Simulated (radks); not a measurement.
Question: The table gives one normalised radial function P(r) = r R(r) of Eu46+ in [Ne] 3s2 3p4.5 4p0.5 (r in bohr). All-electron calculation, scalar-relativistic Kohn-Sham, SOGGA, spin-unpolarised, spherical densities, finite nucleus; Fermi nuclear charge, rms radius 5.1115 fm. Program: a radial shooting solver on a logarithmic mesh with Libxc functionals.

r             P
0.001013  1.3054
0.001277  1.5779
0.001624  1.9109
0.002048  2.2865
0.002603  2.7327
0.003283  3.2177
0.004173  3.7656
0.005263  4.3212
0.00669   4.8896
0.008437  5.3850
0.01073   5.7743
0.01353   5.9549
0.0172    5.8597
0.02169   5.4414
0.02757   4.6688
0.03477   3.6681
0.0442    2.5303
0.05574   1.5236
0.07085   0.7426
0.08936   0.2928
0.1136    0.0821
0.1444    0.0155
0.1821    0.0019
0.2315    0.0001
0.292     0.0000
0.3712    0.0000
0.4681    0.0000
0.595     0.0000
0.7504    0.0000
0.954     0.0000
1.203     0.0000

Which n and l does it have? It may be an empty orbital.

Answer: n = 1, l = 0: the number of nodes gives n - l - 1 = 0, the rise at small r (about r^(l+1), flatter next to the nucleus through relativity) gives l, and the extent must fit the shell. The curve is that of 1s. 1s: eigenvalue -51356 eV, 0 radial nodes, <r> = 0.0223 bohr, 90 % of the charge inside 0.0404 bohr.
